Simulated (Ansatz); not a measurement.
This triplet is an excited state, 0.80 eV above the relaxed singlet at the level frozen-core CCSD(T)/cc-pVTZ // PBE0-D3(BJ)/def2-TZVP (Ansatz, a program for electronic structure).

Species: H$_{4}$AlGeN, SMILES `[NH2][Ge][AlH2]` (excited triplet) (charge 0, multiplicity 3).

Problem. Give a relaxed geometry from Ansatz with PBE0-D3(BJ)/def2-TZVP.

Solution. Several could match; the one computed here: the end point of this relaxation, one of several conformers (outside a Z-matrix the atoms follow the SMILES, hydrogens last).
Bonds (Å): N1–Ge2 1.851, N1–H4 1.011, N1–H5 1.011, Ge2–Al3 2.461, Al3–H6 1.587, Al3–H7 1.585. Angles (°): Ge2–N1–H4 117.5, Ge2–N1–H5 117.6, H4–N1–H5 109.8, N1–Ge2–Al3 113.4, Ge2–Al3–H6 121.4, Ge2–Al3–H7 114.6, H6–Al3–H7 124.0.
